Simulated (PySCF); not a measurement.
CH6O3Si2, SMILES O(C=O)[SiH2]O[SiH3]. Heavy atoms are numbered as in [O:1]=[CH:2][O:3][SiH2:4][O:5][SiH3:6]. Hydrogens are named by the atom that carries them.

Geometry: B3LYP-D3(BJ)/def2-SVP. This is a generated structure with no PubChem entry under its InChIKey; it may be hypothetical. One conformer was computed; it need not be the lowest.

The numbers are results of PBE/pcSseg-1 in PySCF, not measurements.

GIAO shieldings, no solvent; atoms alike by connectivity are averaged. δ = σ(ref) − σ: ¹⁷O against H2O (σ = 334.3 ppm); ¹³C against TMS (σ = 182.0 ppm); ²⁹Si against TMS (σ = 335.4 ppm); ¹H against TMS (σ = 31.49 ppm), references at their B3LYP-D3(BJ)/def2-TZVP geometries, non-relativistic.

```csv
atoms,nucleus,count,δ (ppm)
O1,¹⁷O,1,480.2
O3,¹⁷O,1,…
O5,¹⁷O,1,26.8
C2 (CH),¹³C,1,…
Si4 (SiH2),²⁹Si,1,-23.7
Si6 (SiH3),²⁹Si,1,…
H on C2,¹H,1,8.19
H on Si4,¹H,2,5.88
H on Si6,¹H,3,…
```

Problem. What belongs in the gaps? (The exact figures need the calculation; the answer reports its results.)

Solution. 
- C2 (CH), δ (ppm): 164.1
- H on Si6, δ (ppm): 5.52
- Si6 (SiH3), δ (ppm): -35.8
- O3, δ (ppm): 252.8
